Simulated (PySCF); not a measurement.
**Magnetisability: `C1(=C/C=N\[H])/CCC[C@H]1F`, C₇H₁₀FN**

Geometry:
| atom | x (Å) | y (Å) | z (Å) |
| --- | --- | --- | --- |
| N1 | 3.715 | -0.521 | -0.969 |
| C2 | 2.541 | -0.624 | -0.519 |
| C3 | 1.434 | 0.292 | -0.733 |
| C4 | 0.211 | 0.135 | -0.223 |
| C5 | -0.281 | -0.966 | 0.670 |
| C6 | -1.795 | -0.749 | 0.760 |
| C7 | -1.960 | 0.762 | 0.610 |
| C8 | -0.915 | 1.117 | -0.446 |
| F9 | -0.486 | 2.423 | -0.334 |
| H10 | 3.876 | 0.310 | -1.540 |
| H11 | 2.342 | -1.498 | 0.095 |
| H12 | 1.642 | 1.162 | -1.346 |
| H13 | 0.178 | -0.858 | 1.657 |
| H14 | -0.025 | -1.954 | 0.290 |
| H15 | -2.214 | -1.120 | 1.693 |
| H16 | -2.293 | -1.257 | -0.068 |
| H17 | -2.966 | 1.057 | 0.321 |
| H18 | -1.697 | 1.272 | 1.539 |
| H19 | -1.317 | 1.025 | -1.465 |

Method: PySCF, GIAO HF/cc-pVDZ magnetisability, rotational g tensor and spin-rotation constants, non-relativistic, gas phase. Geometry: GFN2-xTB.

Problem. What are the magnetisability and the molar susceptibility?

Solution. Isotropic -1276 × 10⁻³⁰ J/T², or -76.8 × 10⁻⁶ cm³/mol; principal values -1498, -1196, -1134 × 10⁻³⁰ J/T², anisotropy 337 × 10⁻³⁰ J/T² (root of half the summed squared differences of the principal values). The susceptibility is in cgs units.

Problem. Split it along the inertial axes a, b, c into diamagnetic and paramagnetic parts about the centre of mass, with the quadrupole moment.

Solution. 
```
axis  χ (10⁻⁶ cm³/mol)  diamagnetic (10⁻⁶ cm³/mol)  paramagnetic (10⁻⁶ cm³/mol)  summed x² of all electrons (Å²)  quadrupole Θ (D Å)
   a             -71.6                      -517.8                        446.2                            280.4              -10.59
   b             -70.7                     -1277.3                       1206.6                            101.4               +4.55
   c             -88.2                     -1619.7                       1531.5                             20.7               +6.04
```
Anisotropies 2χaa − χbb − χcc = +15.8 and 2χbb − χaa − χcc = +18.4 × 10⁻⁶ cm³/mol. Θ is traceless in Buckingham's convention.

Problem. And the rotational g tensor?

Solution. 
```tsv
axis	rotational constant (GHz)	g	nuclear part	electronic part
a	2.9168	-0.0327	0.5788	-0.6115
b	1.0168	-0.0161	0.5604	-0.5764
c	0.7816	-0.0062	0.5561	-0.5624
```
Asymmetric top; isotopes 12C, 19F, 1H, 14N; no vibrational averaging.
